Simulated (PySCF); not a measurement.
Computed shifts of a molecule CH9ClOSi3, PBE/pcSseg-1 (PySCF), GIAO, gas phase, atoms alike by connectivity averaged where their shifts nearly agree, in ppm (number of nuclei): ¹³C: 6.5 (1). ²⁹Si: 16.2 (1), -15.1 (1), -110.8 (1). ¹H: 6.14 (1), 6.02 (1), 5.94 (1), 3.91 (2), 0.95 (3), 0.38 (1). References: ¹³C against TMS (σ = 182.0 ppm); ²⁹Si against TMS (σ = 335.4 ppm); ³⁵Cl against HCl (σ = 936.5 ppm); ¹⁷O against H2O (σ = 334.3 ppm); ¹H against TMS (σ = 31.49 ppm), references at their B3LYP-D3(BJ)/def2-TZVP geometries, non-relativistic (without spin–orbit terms, shifts of atoms bonded to Cl or Br come out too high). The structure is a stationary point at PBE0-D3(BJ)/def2-SVP. One conformer was computed; it need not be the lowest.

Q: Which structure fits?
A) C[Si@@H](Cl)[SiH2][SiH2]O
B) C[Si@]([SiH3])(Cl)[SiH2]O
C) [SiH3]CO[SiH2][SiH2]Cl
D) CO[SiH2][Si@@H]([SiH3])Cl

A: A, C[Si@@H](Cl)[SiH2][SiH2]O
